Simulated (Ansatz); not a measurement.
Consider the cleavage of the Si–Ge bond: `[CH3][Ge]([F])([SiH3])[Cl]` + `C=C=C(O)Cl` → `C=C=C(Cl)O[SiH3]` + `[CH3][GeH]([F])[Cl]`.

Computed with Ansatz on PBE0-D4/def2-TZVP structures; ΔE is electronic, products minus reactants. CCSD(T)/CBS is the MP2 limit (def2-TZVPP, def2-QZVPP) plus CCSD(T) − MP2 in def2-TZVPP, frozen cores. Functionals use def2-TZVPP. B3LYP here is the variant with VWN-RPA as its local correlation; programs differ in this. For Ge outer-core shells are correlated without core-valence functions, which leaves a few kJ/mol of doubt a bond. Scalar relativity is left out up to krypton. Each species was taken in one conformer, which may not be the lowest.

`[CH3][Ge]([F])([SiH3])[Cl]`:

Cartesian coordinates in Å:
```
C 0.489 0.076 1.813
Ge 0.123 0.668 0.008
F 1.571 1.473 -0.539
Si -0.523 -0.859 -1.710
Cl -1.371 2.224 0.105
H 0.790 0.939 2.408
H -0.405 -0.369 2.250
H 1.295 -0.658 1.805
H -1.799 -1.500 -1.304
H -0.700 -0.100 -2.971
H 0.531 -1.894 -1.866
```

`C=C=C(O)Cl`:

```xyz
8

C     0.211    1.468   -0.885
C     0.033    0.347   -0.253
C    -0.193   -0.772    0.370
O    -0.081   -0.939    1.705
Cl   -0.740   -2.176   -0.501
H     1.163    1.716   -1.346
H    -0.585    2.203   -0.973
H     0.192   -1.846    1.883
```

`C=C=C(Cl)O[SiH3]`:

Cartesian coordinates in Å:
```
C -2.210 -1.718 0.001
C -1.316 -0.791 -0.168
C -0.431 0.144 -0.360
Cl -0.952 1.773 -0.707
O 0.894 -0.044 -0.340
Si 2.046 1.019 0.235
H -2.626 -1.935 0.982
H -2.574 -2.314 -0.832
H 1.639 1.547 1.560
H 3.264 0.186 0.344
H 2.266 2.132 -0.716
```

`[CH3][GeH]([F])[Cl]`:

```xyz
8

C    -0.760    0.662   -0.382
Ge    0.494   -0.569    0.407
F     1.571    0.350    1.410
Cl    1.724   -1.435   -1.119
H    -1.428    0.130   -1.059
H    -1.345    1.145    0.401
H    -0.209    1.419   -0.941
H    -0.047   -1.703    1.284
```

Task: Is it downhill or uphill in electronic energy at CCSD(T)/CBS, and by how much? (Best estimate.)

Result: Computed: Downhill: ΔE = -0.69 eV.

Task: What do these levels give: LDA (SPW92), PBE-D4, B3LYP-D4, r2SCAN0, CCSD(T)/def2-TZVPP, CCSD/CBS(def2)? (Estimate.)

Result: Computed: LDA (SPW92) -0.52, PBE-D4 -0.46, B3LYP-D4 -0.66, r2SCAN0 -0.66, CCSD(T)/def2-TZVPP -0.70, CCSD/CBS(def2) -0.71 eV.

Task: What do rigid-rotor, harmonic-oscillator terms from PBE0-D4/def2-TZVP frequencies (298.15 K, 1 bar) make of the CCSD(T)/CBS value? (Best estimate.)

Result: The calculation gave: ΔZPE = -0.04 eV, ΔH = -0.75 eV, ΔS = -6 J/(mol·K), ΔG = -0.73 eV. Modes under 50 cm⁻¹ make the entropy rough.

Largest T1 diagnostic among the species: 0.012.

Leaving LDA and LC-ωPBE aside and taking each functional with its dispersion term where it has one, the values, not all of them listed here, spread over 0.30 eV, from BHLYP-D4 to PBE-D4. LDA lies −0.06 eV from PBE without D4. From r2SCAN to r2SCAN0 (25 % exact exchange), in def2-TZVPP and without D4, ΔE moves by −0.03 eV.
